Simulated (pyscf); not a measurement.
Structures and frequencies: ωB97X-D3(BJ)/def2-SVP in PySCF. Correlated levels are frozen-core, on RHF or UHF. ΔMP2 is the change of the MP2 total energy from the triple- to the quadruple-zeta basis. Singlets are restricted, triplets unrestricted.

Singlet (Å):
```xyz
4

S      1.7583    -1.1178     0.4775
Sn     0.9799     0.9076    -0.5949
H      0.5950    -1.4809     1.0485
H     -0.6701     0.6951     0.0206
```

Triplet (Å):
```xyz
4

S      0.7257     1.5232     0.6970
Sn     0.7373     0.0269    -1.1953
H      0.5041     0.5720     1.6267
H     -0.7708    -0.1906    -2.0277
```

Problem. For these two minima of HS–SnH:, which spin state lies lower at CCSD(T)/def2-TZVPP + ΔMP2(QZVPP), and by how much (electronic energies)?

Solution. The singlet, by 40.6 kcal/mol. Zero-point energy shifts E(triplet) − E(singlet) by -0.4 kcal/mol. Other isomers of HS–SnH: [singlet] were not searched in full and may lie lower. 

E(triplet) − E(singlet) by level (kcal/mol):

```tsv
level	gap
ωB97X-D3(BJ)/def2-TZVP	+41.8
PBE/def2-TZVP	+38.9
r²SCAN/def2-TZVP	+35.4
B3LYP-D3(BJ)/def2-TZVP	+41.1
PBE0-D3(BJ)/def2-TZVP	+37.3
M06-2X/def2-TZVP	+32.4
ωB97M-D3(BJ)/def2-TZVP	+40.2
HF/def2-TZVP	+25.1
MP2/def2-QZVPP	+41.9
CCSD/def2-TZVPP	+38.1
CCSD(T)/def2-TZVPP	+38.9
CCSD(T)/def2-TZVPP + ΔMP2(QZVPP)	+40.6
```

The triplet is the lowest one reached from the SCF start used. The CCSD(T) − MP2 part came from Ansatz, without density fitting, on the same reference. The frozen core leaves the outer d or s,p core shells of the metals and heavy elements correlated in the MP2 and CC values, and def2-TZVPP describes them poorly, which can shift differences by a few kcal/mol. Elements past Kr carry the def2 core potentials, without spin-orbit coupling.
